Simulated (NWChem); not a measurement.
Molecule: bromine monochloride (BrCl); SMILES ClBr

Program: NWChem. This build's default masses of Se (78.918 u) and Br (79.917 u) are each other's, which moves their modes by up to 0.6 %. The level has its own optimisation; frequencies are unscaled.

Problem. Predict the results for PBE/STO-3G. Quantities: r Br–Cl (Å); highest harmonic frequency (cm⁻¹); zero-point energy (kcal/mol); dipole (D).

Solution. 
* **r Br–Cl (Å)**: 2.232
* **highest harmonic frequency (cm⁻¹)**: 480
* **zero-point energy (kcal/mol)**: 0.7
* **dipole (D)**: 1.12
